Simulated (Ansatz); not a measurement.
One change: `C=[C]([GaH2])[InH2]` becomes `C=[C](F)[GaH2]`.

Ansatz, PBE0-D4/def2-TZVP geometries, multiplicity 1. 

Elements past krypton have def2 core potentials. Scalar relativity is left out up to krypton.

```csv
property,`C=[C]([GaH2])[InH2]`
LUMO energy (ωB97M-V/def2-TZVPP) / eV,-0.42
HOMO energy (PBE0/def2-TZVPP) / eV,-6.83
LUMO energy (B3LYP/def2-TZVPP) / eV,-2.32
HOMO–LUMO gap (PBE0/def2-TZVPP) / eV,4.77
HOMO energy (ωB97M-V/def2-TZVPP) / eV,-8.90
LUMO energy (PBE0/def2-TZVPP) / eV,-2.06
```

(1) Give the same properties after the change, and the shifts. (Best estimate.)

Results:

(1) The calculation gave: 
| property | `C=[C](F)[GaH2]` | shift |
| --- | --- | --- |
| LUMO energy (ωB97M-V/def2-TZVPP) / eV | -0.23 | 0.19 |
| HOMO energy (PBE0/def2-TZVPP) / eV | -7.79 | -0.96 |
| LUMO energy (B3LYP/def2-TZVPP) / eV | -2.26 | 0.06 |
| HOMO–LUMO gap (PBE0/def2-TZVPP) / eV | 5.81 | 1.04 |
| HOMO energy (ωB97M-V/def2-TZVPP) / eV | -10.03 | -1.13 |
| LUMO energy (PBE0/def2-TZVPP) / eV | -1.99 | 0.07 |

With PBE0 the HOMO falls by 0.96 eV and the LUMO rises by 0.07 eV, so the gap widens by about 1.03 eV. PBE moves the HOMO by -0.84 eV and ωB97M-V by -1.13 eV. The zero-point energy changes by -23.0 kJ/mol with -6 modes.

B3LYP here is the variant with VWN-RPA as its local correlation; programs differ in this.
